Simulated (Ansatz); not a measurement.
Two structures of SiH3SF3, closed shell, reached by relaxing down either side of one saddle point (PBE0-D4/def2-TZVP). Energies are electronic, without zero-point energy. Ansatz 0.2.0; basis: def2-TZVPP and def2-QZVPP; cores frozen in the correlated methods. Extrapolation: Hartree–Fock as exp(−7.88 √X), correlation as X^−2.97. First:

Si1  (0.314, 0.093, -0.861)
S2  (1.222, -1.119, 0.579)
F3  (1.142, 0.164, -2.198)
F4  (0.126, 1.582, -0.387)
F5  (-1.102, -0.509, -1.177)
H6  (-1.766, 0.161, 2.014)
H7  (-2.306, 0.048, 1.510)
H8  (2.370, -0.420, 0.520)
(Å)

Second:

```xyz
8
angstrom
Si -0.5883 0.8679 -0.7784
S 0.4407 -1.4774 1.7467
F 0.7458 1.4232 -0.1497
F -1.0415 1.8968 -1.8837
F -0.2676 -0.4887 -1.5132
H 1.5641 -0.7453 1.6944
H -1.6430 0.7168 0.2173
H 0.7895 -2.1933 0.6666
```

Question: Which bonds change from the first to the second?

Answer: SiHSF₃ ([F][Si]([F])([F])[SH]) + H₂ → SiHF₃ ([F][SiH]([F])[F]) + H₂S; bonds formed: Si1–H7, S2–H6; bonds broken: Si1–S2, H6–H7.

Question: Give the saddle point's structure and its height above each. (To be estimated.)

Answer: The calculation gives: 2.588 eV above the first and 2.324 eV above the second (CCSD(T) at an estimated basis limit (MP2 extrapolated from triple and quadruple zeta, plus CCSD(T) − MP2 in triple zeta)).
Si1  (-0.268, 0.229, -0.592)
S2  (0.943, -1.233, 0.849)
F3  (0.845, 0.044, -1.727)
F4  (-0.131, 1.803, -0.417)
F5  (-1.502, -0.413, -1.353)
H6  (-0.374, -0.490, 1.178)
H7  (-1.161, 0.231, 0.778)
H8  (1.649, -0.171, 1.285)
(Å)

T1 diagnostic: at most 0.013.

Labels in which every atom is bracketed show which atoms are joined, not bond orders.

For scale, one of the runs: CCSD(T)/def2-TZVPP, 219 basis functions, launched by `ansatz run in.yaml --threads 4 --pin off --events-out ev --progress --plain --max-ram 9574MiB`. The run took 110 s on 4 CPU threads of an Arm Neoverse V2 (shared host), with 3.4 GiB of host memory at its peak.
